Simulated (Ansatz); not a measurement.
Ansatz results at the PBE0-D4/def2-TZVP geometry: ideal-gas entropy at 298 K and 1 bar (rigid rotor, harmonic PBE0-D4/def2-TZVP) 321 J/(mol·K); zero-point energy (PBE0-D4/def2-TZVP) 154.8 kJ/mol; LUMO energy (ωB97M-V/def2-TZVPP) 0.70 eV.

Which molecule gave them?
A. `C[SiH]1BS1`
B. `CB1[SiH2]S1`
C. `Cl[SiH]1CO1`
D. `N[SiH2][AlH2]`

B. The others give `C[SiH]1BS1`: 317, 156.7, 0.36; `Cl[SiH]1CO1`: 298, 107.9, 1.46; `N[SiH2][AlH2]`: 329, 146.6, -0.30.
